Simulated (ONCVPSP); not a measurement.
## Pt (Z = 78), ONCV: configuration errors across variants

Pt (Z = 78), optimised norm-conserving Vanderbilt (ONCV), made with ONCVPSP 4.0.1 (PBE, scalar-relativistic). Core [Kr] 4d10 4f14 5s2, reference 5p6 5d9 6s1. Waves: 6s: rc 2.40 bohr, ncon 4, nbas 8, qcut 2.1 1/bohr, 2 projectors, debl 2.6 Ha; 5p: rc 1.70 bohr, ncon 5, nbas 9, qcut 7.1 1/bohr, 2 projectors, debl 1 Ha; 5d: rc 2.00 bohr, ncon 4, nbas 8, qcut 7.5 1/bohr, 1 projector. Local part: polynomial inside 1.65 bohr (lpopt 4, dvloc0 1 Ha). Core correction: Teter function, fcfact 2.25, rcfact 1.05.

In the p channel the program set the typed energies aside and used -2.059, 0.250 Ha.

All-electron excitation energies from the reference (eV): (1) 5p6 5d9 6s0 9.194; (2) 5p6 5d8 6s0 29.160; (3) 5p6 5d7 6s0 61.377; (4) 5p6 5d6 6s0 107.030.

1 further variants failed, have other tests or too few solved ones, and are left out.

Errors AE − PS in meV (a dash: test not solved or not reliable):

```tsv
change	(1)	(2)	(3)	(4)	bound ghosts	GHOST(+) flags above zero
base	-8.1	-11	-21	-46	none	s
d: qcut 5.6	-6.1	-15	-28	-32	none	s
s: rc 2.56	-6.6	-23	-52	-100	none	s
local potential polynomial inside 1.65 bohr (lpopt 4, dvloc0 8.5 Ha)	-8.2	-16	-47	-111	none	none
d: rc 1.98	-8.1	-11	-21	-46	none	s
p: nproj 3	-8.1	-11	-21	-46	none	s
```

Q: Give the same row for: core correction Teter function, fcfact 2.25, rcfact 1.14.

A: -8.2, -11, -21, -44; bound ghosts: none; GHOST(+) flags above zero: s.
